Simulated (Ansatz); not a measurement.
Relaxation of H$_{6}$NSn (8 atoms, charge 0, multiplicity 2), to a largest force component of 0.03 eV/Å in at most 50 steps.

The calculation used UKS B3LYP-D4/def2-SVP (Ansatz 0.2.0).

```xyz
8
Properties=species:S:1:pos:R:3
Sn 0.001 0.002 -0.094
H 0.051 -0.023 1.640
H 1.603 0.015 -0.709
H -0.829 1.406 -0.635
H -0.823 -1.393 -0.665
N 0.359 -0.241 3.867
H -0.623 -0.552 3.977
H 0.262 0.785 3.982
```

Q: Where does it end, and by what steps?

A: The forces met the threshold. The force dipped under the threshold on the way, but the program's further checks kept it going. After 21 steps the energy has fallen by 1.545 eV; H2 moved furthest, 1.76 Å. Parted: Sn1–H2. Joined: H2–N6.

```csv
step,energy less start (eV),largest force component (eV/Å),accepted
0,0.0000,0.166,yes
1,0.0030,0.249,no
2,-0.0027,0.026,yes
3,-0.0040,0.106,yes
4,-0.0078,0.247,yes
5,-0.0122,0.254,yes
6,-0.0167,0.186,yes
7,-0.0545,0.523,yes
8,-0.3716,2.702,yes
9,-0.8550,2.120,yes
10,-1.2118,2.412,yes
11,-1.3851,1.526,yes
12,-1.4706,0.869,yes
13,-1.5079,0.248,yes
14,-1.5235,0.128,yes
15,-1.5351,0.089,yes
16,-1.5399,0.093,yes
17,-1.5440,0.031,yes
18,-1.5447,0.013,yes
19,-1.5450,0.034,yes
20,-1.5444,0.146,no
21,-1.5451,0.007,yes
```

```xyz
8
Properties=species:S:1:pos:R:3
Sn 0.362 0.064 -0.015
H 0.804 -0.564 3.135
H 1.055 0.125 -1.607
H -0.577 1.501 0.235
H -0.715 -1.292 0.069
N -0.059 -0.117 3.442
H -0.835 -0.572 2.962
H -0.032 0.856 3.141
```

Run time: 38 s on 2 threads of Intel(R) Xeon(R) 6975P-C (Granite Rapids) (shared host), peak memory 0.19 GiB.
